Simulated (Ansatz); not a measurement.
Consider the redistribution: `CS[SiH](O)O` + `C[SiH](F)N[SiH](Cl)Cl` → `C[SiH](F)N[SiH](O)O` + `CS[SiH](Cl)Cl`.

Computed with Ansatz on PBE0-D4/def2-TZVP structures; ΔE is electronic, products minus reactants. CCSD(T)/CBS adds triple-zeta CCSD(T) − MP2 to the extrapolated MP2 energy (def2 sets, frozen cores). Functionals use def2-TZVPP. B3LYP here is the variant with VWN-RPA as its local correlation; programs differ in this. One conformer a species, not always the lowest.

```
             level  ΔE (kcal/mol)
            B2PLYP           -1.3
               PBE           -1.4
             B3LYP           -1.2
   CCSD/def2-TZVPP           -1.0
CCSD(T)/def2-TZVPP           -1.2
     HF/def2-QZVPP           -0.2
SCS-MP2/def2-QZVPP           -1.1
     MP2/CBS(def2)           -1.5
```

Q: What does CCSD(T)/CBS give? (Estimate.)

A: Computed: -1.3 kcal/mol. The listed levels differ from it by 0.0, -0.1, 0.1, 0.3, 0.1, 1.1, 0.2, -0.2 kcal/mol.

Largest T1 diagnostic among the species: 0.011.

In def2-TZVPP, CCSD(T) changes the Hartree–Fock value by −1.0 kcal/mol (the triples alone add −0.2 kcal/mol) and MP2 by −1.1 kcal/mol.
